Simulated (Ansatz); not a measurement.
Reaction (cleavage of the Si–Si bond): `O[SiH2][SiH2]O[SiH3]` + `F[Si](S)(Cl)Cl` → `O[SiH2]S[Si](F)(Cl)Cl` + `[SiH3]O[SiH3]`

Computed with Ansatz on PBE0-D4/def2-TZVP structures; ΔE is electronic, products minus reactants. CCSD(T)/CBS is the MP2 limit (def2-TZVPP, def2-QZVPP) plus CCSD(T) − MP2 in def2-TZVPP, frozen cores. This one scheme is used for every species. DFT in def2-TZVPP. Each species was taken in one conformer, which may not be the lowest.

Task: Is it downhill or uphill in electronic energy at CCSD(T)/CBS, and by how much? (An estimate is asked.)

Result: The calculation gave: Downhill: ΔE = -0.98 eV.

Task: What do these levels give: PBE0-D4, ωB97X-V, PBE0, SCS-MP2/def2-TZVPP, CCSD(T)/def2-TZVPP, SCS-MP2/def2-QZVPP? (Best estimate.)

Result: The calculation gave: PBE0-D4 -0.90, ωB97X-V -0.95, PBE0 -0.88, SCS-MP2/def2-TZVPP -1.05, CCSD(T)/def2-TZVPP -0.96, SCS-MP2/def2-QZVPP -1.06 eV.

Largest T1 diagnostic among the species: 0.012.

From PBE to PBE0 (25 % exact exchange), in def2-TZVPP and without D4, ΔE moves by −0.06 eV. The D4 term adds −0.04 eV with B3LYP and −0.02 eV with PBE0; it sums over pairs of atoms, weighted by their polarisabilities, and B3LYP, whose exchange is more repulsive, gets the larger term.

B3LYP here is the variant with VWN-RPA as its local correlation; programs differ in this.
